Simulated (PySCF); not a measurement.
PySCF input (CCSD(T)/cc-pVDZ):

```python
from pyscf import gto, scf, mp, cc as ccmod

mol = gto.M(
    atom='''
    Al    0.17390465    0.26316123   -0.79189867
    O    -0.41373852    1.78565541   -0.95206785
    Cl    0.06171458   -1.04154937    1.05360150
    ''',
    basis='cc-pvdz',
    charge=-1,
    spin=1,
    verbose=4,
)

mf = scf.UHF(mol)
mf.conv_tol = 1e-10
mf.max_cycle = 100
mf.kernel()
mo, _, stable, _ = mf.stability(return_status=True)
if not stable:
    mf.kernel(mf.make_rdm1(mo, mf.mo_occ))
mp2 = mp.MP2(mf, frozen=11).run()
cc = ccmod.CCSD(mf, frozen=11)
cc.max_cycle = 100
cc.kernel()
et = cc.ccsd_t()
print(f'E(CCSD(T)) = {cc.e_tot + et:.9f}')
```

Output:

```
PySCF version 2.14.0

[INPUT] verbose = 4
[INPUT] num. atoms = 3
[INPUT] num. electrons = 39
[INPUT] charge = -1
[INPUT] spin (= nelec alpha-beta = 2S) = 1
[INPUT] symmetry False subgroup None
[INPUT] Mole.unit = angstrom
[INPUT] Symbol           X                Y                Z      unit          X                Y                Z       unit  Magmom
[INPUT]  1 Al     0.173904650000   0.263161230000  -0.791898670000 AA    0.328632160288   0.497302651304  -1.496471604707 Bohr   0.0
[INPUT]  2 O     -0.413738520000   1.785655410000  -0.952067850000 AA   -0.781852489983   3.374399677748  -1.799147488503 Bohr   0.0
[INPUT]  3 Cl     0.061714580000  -1.041549370000   1.053601500000 AA    0.116623654093  -1.968243054513   1.991018279431 Bohr   0.0

nuclear repulsion = 105.81128844471
number of shells = 15
number of NR pGTOs = 108
number of NR cGTOs = 50
basis = cc-pvdz
ecp = {}

******** <class 'pyscf.scf.uhf.UHF'> ********
method = UHF
initial guess = minao
damping factor = 0
level_shift factor = 0
DIIS = <class 'pyscf.scf.diis.CDIIS'>
diis_start_cycle = 1
diis_space = 8
diis_damp = 0
SCF conv_tol = 1e-10
SCF conv_tol_grad = None
SCF max_cycles = 100
direct_scf = True
direct_scf_tol = 1e-13
number electrons alpha = 20  beta = 19
Set gradient conv threshold to 1e-05
init E= -776.096969087513
  alpha nocc = 20  HOMO = -0.154496550018971  LUMO = 0.0439722933281583
  beta  nocc = 19  HOMO = -0.454905499253017  LUMO = -0.154496550018971

WARN: HOMO -0.154496550018971 >= LUMO -0.154496550018971

cycle= 1 E= -776.143312957537  delta_E= -0.0463  |g|= 0.637  |ddm|= 1.15
  alpha nocc = 20  HOMO = 0.0616304444296079  LUMO = 0.292852498336819
  beta  nocc = 19  HOMO = 0.0559458737583833  LUMO = 0.210470827924495
  HOMO = 0.0616304444296  LUMO = 0.210470827924  gap/eV = 4.05015
cycle= 2 E= -776.060040970141  delta_E= 0.0833  |g|= 0.808  |ddm|= 1.07
  alpha nocc = 20  HOMO = -0.0915270724784323  LUMO = 0.278112180057078
  beta  nocc = 19  HOMO = -0.16697719986714  LUMO = 0.198204525314947
  HOMO = -0.0915270724784  LUMO = 0.198204525315  gap/eV = 7.88400
cycle= 3 E= -776.353448305806  delta_E= -0.293  |g|= 0.059  |ddm|= 0.598
  alpha nocc = 20  HOMO = -0.103656099836233  LUMO = 0.285256300597935
  beta  nocc = 19  HOMO = -0.16529625070469  LUMO = 0.216389406519673
  HOMO = -0.103656099836  LUMO = 0.21638940652  gap/eV = 8.70888
cycle= 4 E= -776.358132909203  delta_E= -0.00468  |g|= 0.0222  |ddm|= 0.117
  alpha nocc = 20  HOMO = -0.10843730033347  LUMO = 0.285522441091334
  beta  nocc = 19  HOMO = -0.168369097548972  LUMO = 0.221808282221702
  HOMO = -0.108437300333  LUMO = 0.221808282222  gap/eV = 8.98644
cycle= 5 E= -776.359200188684  delta_E= -0.00107  |g|= 0.00907  |ddm|= 0.0599
  alpha nocc = 20  HOMO = -0.109777783944941  LUMO = 0.285303178203268
  beta  nocc = 19  HOMO = -0.167344872815993  LUMO = 0.223713080633072
  HOMO = -0.109777783945  LUMO = 0.223713080633  gap/eV = 9.07475
cycle= 6 E= -776.359455062653  delta_E= -0.000255  |g|= 0.00367  |ddm|= 0.0343
  alpha nocc = 20  HOMO = -0.10999239186897  LUMO = 0.285141680029054
  beta  nocc = 19  HOMO = -0.166660149561292  LUMO = 0.223419424201397
  HOMO = -0.109992391869  LUMO = 0.223419424201  gap/eV = 9.07260
cycle= 7 E= -776.359494052664  delta_E= -3.9e-05  |g|= 0.00154  |ddm|= 0.0125
  alpha nocc = 20  HOMO = -0.110003176812248  LUMO = 0.285372622669594
  beta  nocc = 19  HOMO = -0.166278844903891  LUMO = 0.223607623364167
  HOMO = -0.110003176812  LUMO = 0.223607623364  gap/eV = 9.07801
cycle= 8 E= -776.359501629143  delta_E= -7.58e-06  |g|= 0.000671  |ddm|= 0.00551
  alpha nocc = 20  HOMO = -0.110080915773619  LUMO = 0.285367096207262
  beta  nocc = 19  HOMO = -0.166181063702915  LUMO = 0.223457595762963
  HOMO = -0.110080915774  LUMO = 0.223457595763  gap/eV = 9.07605
cycle= 9 E= -776.359503247537  delta_E= -1.62e-06  |g|= 0.000352  |ddm|= 0.00256
  alpha nocc = 20  HOMO = -0.110062929616004  LUMO = 0.285392044527988
  beta  nocc = 19  HOMO = -0.166077626802665  LUMO = 0.223403506065353
  HOMO = -0.110062929616  LUMO = 0.223403506065  gap/eV = 9.07408
cycle= 10 E= -776.359503769286  delta_E= -5.22e-07  |g|= 0.000213  |ddm|= 0.00138
  alpha nocc = 20  HOMO = -0.110095228739823  LUMO = 0.285402259541005
  beta  nocc = 19  HOMO = -0.166089609431877  LUMO = 0.223395929656089
  HOMO = -0.11009522874  LUMO = 0.223395929656  gap/eV = 9.07476
cycle= 11 E= -776.359504005465  delta_E= -2.36e-07  |g|= 0.000161  |ddm|= 0.000906
  alpha nocc = 20  HOMO = -0.110105510227061  LUMO = 0.285403796439048
  beta  nocc = 19  HOMO = -0.166192119138243  LUMO = 0.223391273221867
  HOMO = -0.110105510227  LUMO = 0.223391273222  gap/eV = 9.07491
cycle= 12 E= -776.359504186159  delta_E= -1.81e-07  |g|= 0.000129  |ddm|= 0.000817
  alpha nocc = 20  HOMO = -0.110115746282291  LUMO = 0.285402017906323
  beta  nocc = 19  HOMO = -0.166281139975083  LUMO = 0.22338006890285
  HOMO = -0.110115746282  LUMO = 0.223380068903  gap/eV = 9.07488
cycle= 13 E= -776.35950432482  delta_E= -1.39e-07  |g|= 9.65e-05  |ddm|= 0.000853
  alpha nocc = 20  HOMO = -0.11012879747902  LUMO = 0.285396931258388
  beta  nocc = 19  HOMO = -0.166458817229543  LUMO = 0.223368783521054
  HOMO = -0.110128797479  LUMO = 0.223368783521  gap/eV = 9.07493
cycle= 14 E= -776.359504428894  delta_E= -1.04e-07  |g|= 4.05e-05  |ddm|= 0.00108
  alpha nocc = 20  HOMO = -0.110131258433178  LUMO = 0.285396512447962
  beta  nocc = 19  HOMO = -0.166518563428907  LUMO = 0.223366440105739
  HOMO = -0.110131258433  LUMO = 0.223366440106  gap/eV = 9.07493
cycle= 15 E= -776.359504446391  delta_E= -1.75e-08  |g|= 1.87e-05  |ddm|= 0.000489
  alpha nocc = 20  HOMO = -0.110132427023598  LUMO = 0.285395756081972
  beta  nocc = 19  HOMO = -0.166528670321868  LUMO = 0.223366544193705
  HOMO = -0.110132427024  LUMO = 0.223366544194  gap/eV = 9.07497
cycle= 16 E= -776.359504448486  delta_E= -2.1e-09  |g|= 1.06e-05  |ddm|= 0.000136
  alpha nocc = 20  HOMO = -0.110133461727519  LUMO = 0.28539481357008
  beta  nocc = 19  HOMO = -0.166527614144647  LUMO = 0.223366253893678
  HOMO = -0.110133461728  LUMO = 0.223366253894  gap/eV = 9.07499
cycle= 17 E= -776.359504449073  delta_E= -5.87e-10  |g|= 6.35e-06  |ddm|= 5.81e-05
  alpha nocc = 20  HOMO = -0.110133448299445  LUMO = 0.285394477310317
  beta  nocc = 19  HOMO = -0.16652433059427  LUMO = 0.223366827619034
  HOMO = -0.110133448299  LUMO = 0.223366827619  gap/eV = 9.07500
cycle= 18 E= -776.359504449274  delta_E= -2.01e-10  |g|= 3.2e-06  |ddm|= 3.15e-05
  alpha nocc = 20  HOMO = -0.110133414212809  LUMO = 0.285394016431012
  beta  nocc = 19  HOMO = -0.166522139085095  LUMO = 0.223366965968139
  HOMO = -0.110133414213  LUMO = 0.223366965968  gap/eV = 9.07501
cycle= 19 E= -776.359504449327  delta_E= -5.33e-11  |g|= 1.21e-06  |ddm|= 1.9e-05
  alpha nocc = 20  HOMO = -0.110133291312097  LUMO = 0.285394021609089
  beta  nocc = 19  HOMO = -0.166522145874476  LUMO = 0.223367079730852
  HOMO = -0.110133291312  LUMO = 0.223367079731  gap/eV = 9.07501
Extra cycle  E= -776.359504449332  delta_E= -4.55e-12  |g|= 8.43e-07  |ddm|= 2.16e-06
converged SCF energy = -776.359504449332  <S^2> = 0.76254654  2S+1 = 2.0125074
uhf_internal: lowest eigs of H = [0.08284639 0.16544169 0.18883455]
<class 'pyscf.scf.uhf.UHF'> wavefunction is stable in the internal stability analysis

******** <class 'pyscf.mp.ump2.UMP2'> ********
nocc = (np.int64(9), np.int64(8)), nmo = (39, 39)
frozen orbitals 11
E(UMP2) = -776.746361991563  E_corr = -0.386857542230943
E(SCS-UMP2) = -776.730269163082  E_corr = -0.370764713750023
E_corr(same-spin) = -0.107843465685126
E_corr(oppo-spin) = -0.279014076545818

******** <class 'pyscf.cc.uccsd.UCCSD'> ********
CC2 = 0
CCSD nocc = (np.int64(9), np.int64(8)), nmo = (39, 39)
frozen orbitals 11
max_cycle = 100
direct = 0
conv_tol = 1e-07
conv_tol_normt = 1e-06
diis_space = 6
diis_start_cycle = 0
diis_start_energy_diff = 1e+09
Init t2, MP2 energy = -0.386857543397753
Init E_corr(UCCSD) = -0.386857543398689
cycle = 1  E_corr(UCCSD) = -0.378846786194559  dE = 0.0080107572  norm(t1,t2) = 0.14934
cycle = 2  E_corr(UCCSD) = -0.39690484618087  dE = -0.01805806  norm(t1,t2) = 0.0680455
cycle = 3  E_corr(UCCSD) = -0.394605833535911  dE = 0.00229901264  norm(t1,t2) = 0.0612211
cycle = 4  E_corr(UCCSD) = -0.39708225285054  dE = -0.00247641931  norm(t1,t2) = 0.0195739
cycle = 5  E_corr(UCCSD) = -0.397453509891503  dE = -0.000371257041  norm(t1,t2) = 0.00546683
cycle = 6  E_corr(UCCSD) = -0.397242291266117  dE = 0.000211218625  norm(t1,t2) = 0.00336668
cycle = 7  E_corr(UCCSD) = -0.397177335628363  dE = 6.49556378e-05  norm(t1,t2) = 0.00189738
cycle = 8  E_corr(UCCSD) = -0.397269433839959  dE = -9.20982116e-05  norm(t1,t2) = 0.00112534
cycle = 9  E_corr(UCCSD) = -0.397283494831527  dE = -1.40609916e-05  norm(t1,t2) = 0.000689224
cycle = 10  E_corr(UCCSD) = -0.397266655897884  dE = 1.68389336e-05  norm(t1,t2) = 0.000335187
cycle = 11  E_corr(UCCSD) = -0.397279686096154  dE = -1.30301983e-05  norm(t1,t2) = 0.000213741
cycle = 12  E_corr(UCCSD) = -0.397272793468984  dE = 6.89262717e-06  norm(t1,t2) = 0.000116316
cycle = 13  E_corr(UCCSD) = -0.397272451975829  dE = 3.41493155e-07  norm(t1,t2) = 5.68132e-05
cycle = 14  E_corr(UCCSD) = -0.397272211260089  dE = 2.4071574e-07  norm(t1,t2) = 3.54169e-05
cycle = 15  E_corr(UCCSD) = -0.397271943569985  dE = 2.67690104e-07  norm(t1,t2) = 1.95892e-05
cycle = 16  E_corr(UCCSD) = -0.397272056901427  dE = -1.13331442e-07  norm(t1,t2) = 1.26708e-05
cycle = 17  E_corr(UCCSD) = -0.397272406845159  dE = -3.49943732e-07  norm(t1,t2) = 7.67378e-06
cycle = 18  E_corr(UCCSD) = -0.397272171952177  dE = 2.34892982e-07  norm(t1,t2) = 4.81783e-06
cycle = 19  E_corr(UCCSD) = -0.397272326879147  dE = -1.5492697e-07  norm(t1,t2) = 3.47789e-06
cycle = 20  E_corr(UCCSD) = -0.397272306301617  dE = 2.05775297e-08  norm(t1,t2) = 2.31745e-06
cycle = 21  E_corr(UCCSD) = -0.397272316566801  dE = -1.02651835e-08  norm(t1,t2) = 1.22192e-06
cycle = 22  E_corr(UCCSD) = -0.397272321359157  dE = -4.79235596e-09  norm(t1,t2) = 6.22899e-07
UCCSD converged
E(UCCSD) = -776.7567767706912  E_corr = -0.3972723213591569
UCCSD(T) correction = -0.0133956511125994
E(CCSD(T)) = -776.770172422
```
